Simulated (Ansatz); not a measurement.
Ansatz results at the PBE0-D4/def2-TZVP geometry: zero-point energy (PBE0-D4/def2-TZVP) 4.1 kJ/mol; HOMO–LUMO gap (PBE0/def2-TZVPP) 4.58 eV; HOMO energy (PBE/def2-TZVPP) -6.74 eV.

Question: Which molecule gave them?
A. `C[S][Ge][Cl]`
B. `C[N](C)[Ge][Cl]`
C. `[Br][Ge][Br]`
D. `C[CH](C)[GeH]`

Answer: C. The others give `C[S][Ge][Cl]`: 105.5, 4.93, -6.29; `C[N](C)[Ge][Cl]`: 219.3, 5.37, -5.90; `C[CH](C)[GeH]`: 258.8, 3.65, -5.14.
